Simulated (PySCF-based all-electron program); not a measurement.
The numbers below are computed, except where a source is named.
CuGa, singlet: squeezing and stretching

Method: all-electron DFT (in-house code on PySCF), basis-limit composite values; Koelling–Harmon scalar relativity, no spin–orbit coupling, spin-restricted. Forces are good to about 0.002 eV/Å. A positive force pushes the atoms apart.

| r (Å) | PBE (eV/Å) |
| --- | --- |
| 1.848 | 9.837 |
| 1.9635 | 5.633 |
| 2.079 | 2.985 |
| 2.310 | ? |
| 2.541 | -0.824 |

**Question.** Fill in the missing PBE forces.

**Answer.** 2.310 Å: 0.253 eV/Å.

**Question.** Fit a Morse curve to the forces within 0.84 to 1.25 of the listed length with the smallest force. Where does the force vanish, what is the force constant, and what harmonic wavenumber follows with standard atomic masses?

**Answer.** PBE: 2.347 Å, 6.4 eV/Å², about 230 cm⁻¹. The points are far apart, so these are estimates.
